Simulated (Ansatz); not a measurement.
Reactions of `B[NH][AlH][O]C`.

Program: Ansatz. Geometries: PBE0-D4/def2-TZVP. ΔE: electronic, gas phase. CCSD(T)/CBS is the MP2 limit (def2-TZVPP, def2-QZVPP) plus CCSD(T) − MP2 in def2-TZVPP, frozen cores. This one scheme is used for every species, atoms too. No spin–orbit coupling; open shells (•) take unrestricted orbitals. Spin–orbit coupling would lower the free atoms: a little for Al, B, C, O. def2 core potentials past Kr. For Sb, Se outer-core shells are correlated without core-valence functions, so the limit isn't a true one: a few kJ/mol of doubt a bond, and 10 to 20 or more in all where bonds break to atoms. Scalar relativity is left out up to krypton. Each species was taken in one conformer, which may not be the lowest.

| reaction | CCSD/CBS(def2) (eV) | HF/CBS(def2) (eV) |
| --- | --- | --- |
| `B[NH][AlH][O]C` + H₂Se → `C[O][AlH][SeH]` + `BN` | -0.57 | -0.68 |
| `B[NH][AlH][O]C` + `[CH3][SbH2]` → `[BH2][SbH][CH3]` + `C[O][AlH][NH2]` | 1.17 | 1.11 |
| `B[NH][AlH][O]C` + `CBCC` → `BB(C)CC` + `C[O][AlH][NH2]` | 1.39 | 1.30 |
| `B[NH][AlH][O]C` + `F[SiH2]N[SiH3]` → `BN([SiH3])[SiH2]F` + `C[O][AlH][NH2]` | 0.04 | -0.07 |
| `B[NH][AlH][O]C` → Al• + B• + C• + 7 H• + N• + O• | 45.01 | 33.65 |
| `B[NH][AlH][O]C` + `N=C=O` → `BN=C=O` + `C[O][AlH][NH2]` | 0.10 | -0.16 |

(1) Give the CCSD(T)/CBS values in the same order. (An estimate is asked.)

Largest T1 diagnostic: 0.018, for Al•.

## Answers

(1) The calculation gave: -0.55, 1.20, 1.43, 0.06, 45.62, 0.15 eV.
